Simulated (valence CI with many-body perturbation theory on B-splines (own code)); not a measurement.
# Energy levels of I40+

Calculated by configuration interaction combined with many-body perturbation theory (CI+MBPT): three valence electrons over a frozen Dirac-Fock core [Ne], radial functions for each j: 11 s, 11 p, 10 d, 8 f, 5 g, 2 h, with the one-electron correlation potential Σ1 (screened to all orders), the two-electron term Σ2, the three-electron term Σ3, Breit, model QED; selected single and double excitations, second order for the rest, scaled by the run's own slope (own B-spline code, finite nucleus).

No measured spectrum was set against this ion. As an estimate, large intervals hold to a few tenths of a per cent, small ones and those within an open d or f shell to about a per cent.

Levels 91 to 135 of 156, with energies above the lowest level, (3s^2 3p1/2) J=1/2. "Leading %" is the weight of the configuration and term that name the level; weights of strongly mixed levels are sums over their largest components and can fall short. In the jj column 3d3/2^4 stands for four electrons in 3d with j = 3/2.

```csv
No.,Configuration,Term,J,E (× 10³ cm⁻¹),Leading %,Second component,g,Leading jj
91,3p.3d2,4P°,1/2,5250.7,47,27 % 3p.3d2 4D°,1.768,3p1/2 3d3/2 3d5/2 (100 %)
92,3p.3d2,2H°,9/2,5256.5,34,32 % 3p.3d2 2G°,1.075,3p1/2 3d3/2 3d5/2 (90 %)
93,3p.3d2,4D°,5/2,5358.8,29,28 % 3p.3d2 4F°,1.142,3p1/2 3d3/2 3d5/2 (93 %)
94,3p.3d2,4D°,7/2,5366.2,45,18 % 3p.3d2 2F°,1.256,3p1/2 3d3/2 3d5/2 (58 %)
95,3p.3d2,4D°,3/2,5409.4,33,15 % 3p.3d2 4S°,1.341,3p1/2 3d3/2 3d5/2 (88 %)
96,3p.3d2,2H°,9/2,5424.5,39,33 % 3p.3d2 4G°,1.073,3p1/2 3d5/2^2 (81 %)
97,3p.3d2,2F°,7/2,5436.3,41,39 % 3p.3d2 2G°,1.053,3p1/2 3d5/2^2 (59 %)
98,3p.3d2,2F°,5/2,5462.5,39,27 % 3p.3d2 4D°,1.107,3p1/2 3d5/2^2 (90 %)
99,3p.3d2,4P°,3/2,5469.1,32,22 % 3p.3d2 2D°,1.403,3p1/2 3d5/2^2 (93 %)
100,3p.3d2,2P°,1/2,5631.0,79,14 % 3p.3d2 4D°,0.658,3p1/2 3d5/2^2 (84 %)
101,3p.3d2,4F°,3/2,5733.9,32,18 % 3p.3d2 4D°,0.856,3p3/2 3d3/2^2 (93 %)
102,3p.3d2,4F°,5/2,5766.5,42,17 % 3p.3d2 4D°,1.036,3p3/2 3d3/2^2 (76 %)
103,3p.3d2,4D°,1/2,5780.0,78,15 % 3p.3d2 2P°,0.241,3p3/2 3d3/2^2 (94 %)
104,3p.3d2,4F°,7/2,5783.6,36,17 % 3p.3d2 2F°,1.143,3p3/2 3d3/2^2 (62 %)
105,3p.3d2,4G°,9/2,5790.3,42,34 % 3p.3d2 4F°,1.196,3p3/2 3d3/2 3d5/2 (94 %)
106,3p.3d2,4G°,11/2,5803.5,89,11 % 3p.3d2 2H°,1.247,3p3/2 3d3/2 3d5/2 (52 %)
107,3p.3d2,2F°,7/2,5811.1,50,16 % 3p.3d2 4F°,1.165,3p3/2 3d3/2 3d5/2 (85 %)
108,3p.3d2,4D°,3/2,5857.1,57,20 % 3p.3d2 2D°,1.227,3p3/2 3d3/2 3d5/2 (58 %)
109,3p.3d2,4D°,5/2,5862.1,44,29 % 3p.3d2 4P°,1.359,3p3/2 3d3/2 3d5/2 (89 %)
110,3p.3d2,2S°,1/2,5873.6,49,34 % 3p.3d2 4P°,1.904,3p3/2 3d3/2 3d5/2 (94 %)
111,3p.3d2,2F°,5/2,5902.8,56,29 % 3p.3d2 4D°,1.031,3p3/2 3d3/2 3d5/2 (87 %)
112,3p.3d2,4D°,7/2,5903.0,64,22 % 3p.3d2 2F°,1.287,3p3/2 3d3/2 3d5/2 (74 %)
113,3p.3d2,4S°,3/2,5916.5,39,28 % 3p.3d2 4P°,1.633,3p3/2 3d3/2 3d5/2 (61 %)
114,3p.3d2,4P°,5/2,5953.8,44,36 % 3p.3d2 2D°,1.375,3p3/2 3d5/2^2 (66 %)
115,3p.3d2,2G°,7/2,5972.9,44,22 % 3p.3d2 4D°,1.097,3p3/2 3d3/2 3d5/2 (49 %)
116,3p.3d2,2H°,11/2,5977.9,89,11 % 3p.3d2 4G°,1.106,3p3/2 3d5/2^2 (52 %)
117,3p.3d2,2G°,9/2,5978.9,56,23 % 3p.3d2 4F°,1.118,3p3/2 3d5/2^2 (70 %)
118,3p.3d2,2D°,3/2,6013.3,45,36 % 3p.3d2 2P°,1.004,3p3/2 3d3/2 3d5/2 (82 %)
119,3p.3d2,2F°,7/2,6034.9,60,20 % 3p.3d2 4D°,1.150,3p3/2 3d5/2^2 (53 %)
120,3p.3d2,2D°,5/2,6052.6,74,11 % 3p.3d2 2F°,1.152,3p3/2 3d3/2 3d5/2 (61 %)
121,3p.3d2,2P°,1/2,6062.4,81,9 % 3p.3d2 4D°,0.752,3p3/2 3d5/2^2 (70 %)
122,3p.3d2,2G°,9/2,6073.6,77,19 % 3p.3d2 4F°,1.145,3p3/2 3d3/2 3d5/2 (67 %)
123,3p.3d2,2D°,3/2,6115.6,62,10 % 3p.3d2 4S°,1.039,3p3/2 3d3/2 3d5/2 (70 %)
124,3p.3d2,2F°,5/2,6118.6,86,8 % 3p.3d2 2D°,0.902,3p3/2 3d3/2 3d5/2 (90 %)
125,3p.3d2,2P°,3/2,6203.7,80,8 % 3p.3d2 2D°,1.298,3p3/2 3d5/2^2 (93 %)
126,3p.3d2,2F°,7/2,6204.6,54,36 % 3p.3d2 2G°,1.074,3p3/2 3d5/2^2 (81 %)
127,3p.3d2,2P°,1/2,6204.8,91,5 % 3p.3d2 4D°,0.666,3p3/2 3d3/2 3d5/2 (69 %)
128,3p.3d2,2D°,5/2,6220.2,73,10 % 3p.3d2 2F°,1.179,3p3/2 3d5/2^2 (84 %)
129,3p.3d2,2P°,3/2,6321.5,62,21 % 3p.3d2 2D°,1.225,3p3/2 3d5/2^2 (79 %)
130,3d3,4F,3/2,6920.3,70,23 % 3d3 2D,0.551,3d3/2^3 (85 %)
131,3d3,4F,5/2,7007.4,91,8 % 3d3 2D,1.038,3d3/2^2 3d5/2 (94 %)
132,3d3,4F,7/2,7052.3,63,31 % 3d3 2G,1.119,3d3/2^2 3d5/2 (78 %)
133,3d3,2G,9/2,7063.3,42,32 % 3d3 2H,1.099,3d3/2^2 3d5/2 (92 %)
134,3d3,4P,3/2,7066.3,45,31 % 3d3 2P,1.317,3d3/2^2 3d5/2 (88 %)
135,3d3,4P,1/2,7091.4,68,31 % 3d3 2P,2.031,3d3/2^2 3d5/2 (97 %)
```
